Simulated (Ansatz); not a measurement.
One change: `ClC1(Br)CO1` becomes `ClC1([TeH])CO1`.

Ansatz, PBE0-D4/def2-TZVP geometries, multiplicity 1. 

Elements past krypton have def2 core potentials. Scalar relativity is left out up to krypton. Spin–orbit coupling is left out; it splits and shifts lone-pair levels of the heavy atoms by tenths of an eV.

| property | `ClC1(Br)CO1` |
| --- | --- |
| ideal-gas entropy at 298 K and 1 bar (rigid rotor, harmonic PBE0-D4/def2-TZVP) / J/(mol·K) | 318 |
| size of the dipole moment (ωB97M-V/def2-TZVPP) / D | 2.06 |
| HOMO energy (ωB97M-V/def2-TZVPP) / eV | -10.67 |
| HOMO–LUMO gap (B3LYP/def2-TZVPP) / eV | 7.04 |
| LUMO energy (ωB97M-V/def2-TZVPP) / eV | 1.32 |
| HOMO energy (PBE/def2-TZVPP) / eV | -7.03 |

**Question.** What does the change do to each property? (Best estimate.)

**Answer.** The calculation gave: 
```csv
property,`ClC1([TeH])CO1`,shift
"ideal-gas entropy at 298 K and 1 bar (rigid rotor, harmonic PBE0-D4/def2-TZVP) / J/(mol·K)",344,26
size of the dipole moment (ωB97M-V/def2-TZVPP) / D,1.78,-0.28
HOMO energy (ωB97M-V/def2-TZVPP) / eV,-8.73,1.94
HOMO–LUMO gap (B3LYP/def2-TZVPP) / eV,4.76,-2.28
LUMO energy (ωB97M-V/def2-TZVPP) / eV,0.51,-0.81
HOMO energy (PBE/def2-TZVPP) / eV,-5.50,1.53
```

With PBE0 the HOMO rises by 1.82 eV and the LUMO falls by 0.54 eV, so the gap narrows by about 2.36 eV. PBE moves the HOMO by 1.53 eV and ωB97M-V by 1.94 eV. The zero-point energy changes by 15.9 kJ/mol with +3 modes. Dipoles are sizes alone; their direction can turn.

Positive LUMOs are unbound, so they and the gaps depend on the basis.

B3LYP here is the variant with VWN-RPA as its local correlation; programs differ in this.
